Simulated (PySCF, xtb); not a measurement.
H4OSiSn, SMILES [OH][Sn][SiH3] (connectivity only; charge and spin as stated), neutral, multiplicity 1.

xtb 6.7.1 with GFN2-xTB at its own geometry gives an orbital gap of 2.21 eV and a dipole moment of 3.21 D.

Geometry: PBE0-D3(BJ)/def2-SVP. The def2 effective core potentials stand for the cores of Sn; spin–orbit coupling is left out. Other conformers were not sampled.

Q: What does CAM-B3LYP/def2-TZVPD run with PySCF give? (The exact figures need the calculation; the answer reports its results.)

A: gap 5.69 eV (levels -7.56 and -1.87 eV), dipole 1.46 D.
